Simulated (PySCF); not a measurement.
C4H5BNO (charge -1).
SMILES: `[O-]N1BC=CC=C1`

Method: PBE0-D3(BJ)/def2-SVP geometry optimisation, gas phase (PySCF).

Masses are those of the commonest isotopes; rigid-rotor values at the optimised geometry. 

Problem. Give the principal moments of inertia and the rotational constants in GHz.

Solution. Ia = 87.73, Ib = 190.74, Ic = 278.47 u·Å²; 505379 MHz·u·Å²/I gives 5761, 2650 and 1815 MHz, that is A = 5.7609, B = 2.6495, C = 1.8149 GHz.

Problem. Classify the top.

Solution. An asymmetric top: κ = (2 × 2650 − 5761 − 1815)/(5761 − 1815) = -0.58.

Problem. What does the inertial defect say?

Solution. Planar: Δ = Ic − Ia − Ib = 0.00 u·Å². For a rigid frame Δ = −2 Σ m c², so it vanishes when all atoms lie in the ab plane; here none is more than 0.01 Å from it.

Problem. Give the coordinates in the principal-axis frame, origin at the centre of mass.

Solution. The sense of each axis is arbitrary; atoms in the order of the calculation.
```json
{"atom": "O1", "mass (u)": "15.995", "a (Å)": "2.266", "b (Å)": "0.016", "c (Å)": "0.000"}
{"atom": "N2", "mass (u)": "14.003", "a (Å)": "0.979", "b (Å)": "0.046", "c (Å)": "0.000"}
{"atom": "B3", "mass (u)": "11.009", "a (Å)": "0.209", "b (Å)": "1.299", "c (Å)": "0.000"}
{"atom": "C4", "mass (u)": "12.000", "a (Å)": "-1.283", "b (Å)": "1.180", "c (Å)": "0.000"}
{"atom": "C5", "mass (u)": "12.000", "a (Å)": "-1.889", "b (Å)": "-0.082", "c (Å)": "0.000"}
{"atom": "C6", "mass (u)": "12.000", "a (Å)": "-1.092", "b (Å)": "-1.230", "c (Å)": "0.000"}
{"atom": "C7", "mass (u)": "12.000", "a (Å)": "0.300", "b (Å)": "-1.131", "c (Å)": "0.000"}
{"atom": "H8", "mass (u)": "1.008", "a (Å)": "0.849", "b (Å)": "2.332", "c (Å)": "0.000"}
{"atom": "H9", "mass (u)": "1.008", "a (Å)": "-1.940", "b (Å)": "2.061", "c (Å)": "0.000"}
{"atom": "H10", "mass (u)": "1.008", "a (Å)": "-2.982", "b (Å)": "-0.196", "c (Å)": "0.000"}
{"atom": "H11", "mass (u)": "1.008", "a (Å)": "-1.537", "b (Å)": "-2.230", "c (Å)": "0.000"}
{"atom": "H12", "mass (u)": "1.008", "a (Å)": "0.960", "b (Å)": "-2.004", "c (Å)": "0.000"}
```

Problem. Where do the levels up to J = 5 lie, in MHz?

Solution. Above 0(0,0):
J = 1: 1(0,1) 4464, 1(1,1) 7576, 1(1,0) 8410
J = 2: 2(0,2) 13247, 2(1,2) 15670, 2(1,1) 18174, 2(2,1) 27508, 2(2,0) 27655
J = 3: 3(0,3) 26081, 3(1,3) 27726, 3(1,2) 32718, 3(2,2) 40901, 3(2,1) 41606, 3(3,1) 58629, 3(3,0) 58646
J = 4: 4(0,4) 42683, 4(1,4) 43664, 4(1,3) 51898, 4(2,3) 58644, 4(2,2) 60603, 4(3,2) 76737, 4(3,1) 76850, 4(4,1) 101218, 4(4,0) 101220
J = 5: 5(0,5) 62877, 5(1,5) 63404, 5(1,4) 75490, 5(2,4) 80641, 5(2,3) 84716, 5(3,3) 99415, 5(3,2) 99849, 5(4,2) 123865, 5(4,1) 123878, 5(5,1) 155323, 5(5,0) 155323
Those of J = 1 are B + C, A + C and A + B.

Problem. Predict some low-J microwave lines.

Solution. The dipole components (about the centre of mass, as the species is charged) are |μa| = 3.35 D, |μb| = 2.26 D, |μc| = 0.00 D; the mirror of this Cs structure is the ab plane, so μc vanishes by symmetry and there are no c-type lines. The squared components, which scale the intensities, stand as 1.00 : 0.45 (a : b). Some lines, for components of 0.1 D or more:

```tsv
type	branch	J(Ka,Kc)	MHz	lower level (cm⁻¹)
a	Q	1(1,0) ← 1(1,1)	835	0.253
a	R	1(0,1) ← 0(0,0)	4464	0.000
b	Q	2(1,1) ← 2(0,2)	4927	0.442
b	R	2(0,2) ← 1(1,1)	5671	0.253
a	R	2(0,2) ← 1(0,1)	8782	0.149
b	Q	2(2,0) ← 2(1,1)	9481	0.606
b	R	2(1,2) ← 1(0,1)	11205	0.149
b	Q	2(2,1) ← 2(1,2)	11838	0.523
b	R	2(2,1) ← 1(1,0)	19098	0.281
b	R	2(2,0) ← 1(1,1)	20079	0.253
```

Problem. Estimate the classical rotational partition function at 25 K, 100 K and 500 K.

Solution. Point group Cs, symmetry number σ = 1; q = (√π/σ)·√((kT/h)³/(ABC)), k/h = 20836.6 MHz/K: 4000 at 25 K, 32000 at 100 K, 358000 at 500 K.

Whether it is a minimum is left open (no frequencies). The geometry's basis has no diffuse functions, a weakness for an anion. Zero-point vibration and centrifugal distortion are left out. Quadrupole hyperfine structure (11B, 14N) is left out.
